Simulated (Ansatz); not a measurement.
Z-matrix (Å, degrees):
```
C
N 1 1.472
S 1 1.810 2 108.4
Ge 1 2.009 2 89.7 3 -121.2
H 1 1.091 2 110.1 3 119.7
C 2 1.277 1 105.7 3 121.5
H 3 1.343 1 95.6 2 177.0
H 4 1.543 1 120.3 2 -110.4
H 4 1.537 1 117.4 2 111.1
H 6 1.090 2 121.0 1 178.6
```

Total charge 0; spin multiplicity 1.

List the r2SCAN/def2-TZVPP orbital energies in eV (Ansatz). (Best estimate.)

Computed: Occupied: -10834.46, -2409.21, -1349.56, -1199.62, -1199.60, -1199.59, -385.92, -274.84, -274.43, -213.62, -167.74, -157.72, -157.63, -157.45, -117.46, -117.41, -117.40, -30.73, -30.71, -30.71, -30.69, -30.66, -24.95, -20.04, -16.87, -15.30, -13.54, -12.04, -11.14, -10.78, -9.48, -8.80, -8.29, -7.91, -6.19, -5.64. Lowest empty: -1.92, -1.02, -0.07, 0.49, 0.88, 1.12, 2.16, 2.84.
